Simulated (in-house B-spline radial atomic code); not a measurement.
The numbers below are computed, except where a source is named.
**What the choice of pseudopotential does to G0W0 on PBE0: Yb⁺**

All numbers come from a B-spline radial code for spherical atoms, non-relativistic (model numbers for so heavy an element), configuration [Xe] 4f14 6s1, open shells at high spin. Semilocal Troullier-Martins pseudo-atoms, one channel per l, are made with PBE or LDA for several valence sets and radii, with or without a model core, and set against the all-electron atom. One channel fits only the lowest state of its l, so a second state of that l is approximate. All electrons give 6s up: PBE0 -9.383 eV, G0W0 -11.659 eV, 4f down: PBE0 -17.091 eV, G0W0 -21.595 eV. Potentials are made in the ion's own configuration unless the neutral atom is named, and a smooth local potential serves every l without a channel. Potentials that miss their own reference levels by more than 6 millihartree, or need radii over 3.5 bohr, are left out. Columns give pseudo minus all-electron, in eV; a dash marks a level in the core or of low weight.

```tsv
valence	made with	radii (bohr)	model core (bohr)	6s up PBE0	6s up G0W0	4f down PBE0	4f down G0W0
5p 4f 6s	LDA, neutral atom	s 2.80 p 1.02 d 1.60 f 1.29	none	-0.23	-0.43	+1.23	+6.52
5p 4f 6s	PBE	s 3.33 p 1.27 d 1.90 f 1.61	none	-0.22	-0.41	+1.68	+6.11
5p 4f 6s	PBE	s 3.40 p 1.47 d 2.19 f 1.85	none	-0.22	-0.41	+1.78	+5.61
5p 4f 6s	PBE, neutral atom	s 2.86 p 1.02 d 1.57 f 1.29	0.71	-0.22	-0.42	+2.43	+7.78
5p 4f 6s	PBE	s 3.00 p 1.15 d 1.71 f 1.45	0.71	-0.22	-0.41	+2.51	+7.41
5s 5p 4f 6s	PBE, neutral atom	s 1.17 p 1.27 d 1.97 f 1.61	none	-0.09	-0.11	+1.67	+6.06
5s 5p 4f 6s	PBE, neutral atom	s 1.34 p 1.47 d 2.26 f 1.85	none	-0.09	-0.11	+1.76	+5.58
5s 5p 4f 6s	LDA, neutral atom	s 1.52 p 1.66 d 2.60 f 2.10	none	-0.16	-0.21	+1.40	+4.74
4d 5s 5p 4f 6s	LDA, neutral atom	s 1.05 p 1.15 d 0.44 f 1.45	none	-0.11	-0.26	+0.62	+2.83
4d 5s 5p 4f 6s	LDA, neutral atom	s 1.17 p 1.27 d 0.49 f 1.61	none	-0.08	-0.21	+0.71	+2.81
4d 5s 5p 4f 6s	PBE, neutral atom	s 1.52 p 1.66 d 0.64 f 2.10	none	-0.17	-0.33	+1.42	+3.32
4d 5s 5p 4f 6s	LDA, neutral atom	s 1.05 p 1.15 d 0.44 f 1.45	0.32	-0.10	-0.24	+0.82	+3.04
4d 5s 5p 4f 6s	PBE	s 1.34 p 1.47 d 0.57 f 1.85	0.32	-0.08	-0.21	+1.40	+3.41
4d 5s 5p 4f 6s	PBE, neutral atom	s 1.52 p 1.66 d 0.64 f 2.10	0.32	-0.16	-0.32	+1.48	+3.37
```

Q: How does the G0W0 shift of 6s up, which all sets hold, depend on the valence set?

A: Mean size: 5s 5p 4f 6s: 0.15 eV; 4d 5s 5p 4f 6s: 0.26 eV; 5p 4f 6s: 0.42 eV. A larger valence set can do worse when it takes only part of a shell, whose exchange with the frozen rest is then left to the functional. The means mix radii and the functional used in making the potentials.
